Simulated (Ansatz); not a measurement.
`Cl[SiH2]S[Si](Cl)(Cl)Cl` → `S[Si](Cl)(Cl)Cl` + `[SiH]Cl`  (silylene formation by 1,1-elimination)

Isolated molecules relaxed with PBE0-D4/def2-TZVP in Ansatz; ΔE leaves out vibrations. CCSD(T)/CBS adds triple-zeta CCSD(T) − MP2 to the extrapolated MP2 energy (def2 sets, frozen cores). This one scheme is used for every species. DFT in def2-TZVPP. One conformer a species, not always the lowest.

**Question.** Is it downhill or uphill in electronic energy at CCSD(T)/CBS, and by how much? (An estimate is asked.)

**Answer.** Ansatz gave: Uphill: ΔE = +2.72 eV.

**Question.** What do these levels give: B2PLYP, PBE0, CCSD/def2-TZVPP, MP2/def2-QZVPP, SCS-MP2/def2-QZVPP, MP2/CBS(def2)? (Estimate.)

**Answer.** Ansatz gave: B2PLYP 2.55, PBE0 2.65, CCSD/def2-TZVPP 2.56, MP2/def2-QZVPP 2.94, SCS-MP2/def2-QZVPP 2.78, MP2/CBS(def2) 2.99 eV.

Largest T1 diagnostic among the species: 0.013.

From PBE to PBE0 (25 % exact exchange), in def2-TZVPP and without D4, ΔE moves by +0.16 eV. The D4 term adds +0.30 eV with B3LYP and +0.17 eV with PBE0; it sums over pairs of atoms, weighted by their polarisabilities, and B3LYP, whose exchange is more repulsive, gets the larger term.

B3LYP here is the variant with VWN-RPA as its local correlation; programs differ in this.
